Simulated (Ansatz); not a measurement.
Wavefunction ladder for C₃H₇BO₂, SMILES `CCBC(=O)O`

```xyz
13

C    -0.058   -0.961    1.285
C     1.077   -0.418    0.429
B     0.717    0.406   -0.835
C    -0.775    0.738   -1.209
O    -1.386   -0.058   -1.884
O    -1.320    1.877   -0.763
H     0.315   -1.492    2.164
H    -0.680   -1.656    0.716
H    -0.709   -0.157    1.637
H     1.778   -1.211    0.138
H     1.715    0.268    1.014
H     1.562    0.759   -1.604
H    -2.234    1.904   -1.088
```

Total charge 0; spin multiplicity 1. All single points use the PBE0-D4/def2-TZVP geometry. It is one conformer, not always the lowest. Frozen core, restricted reference, Ansatz. CBS rows extrapolate triple and quadruple zeta; past MP2 they add the triple-zeta difference.

```tsv
basis	HF (Eh)	MP2 corr.
def2-TZVPP	-292.21858	-1.06632
def2-QZVPP	-292.23185	-1.14271
```

Question: Estimate the CCSD correlation energy and the (T) correction in each basis where they were run (hartree).

Answer: 
| basis | CCSD corr. | (T) |
| --- | --- | --- |
| def2-TZVPP | -1.10352 | -0.04541 |
| CBS(def2) | -1.23649 | as TZ |
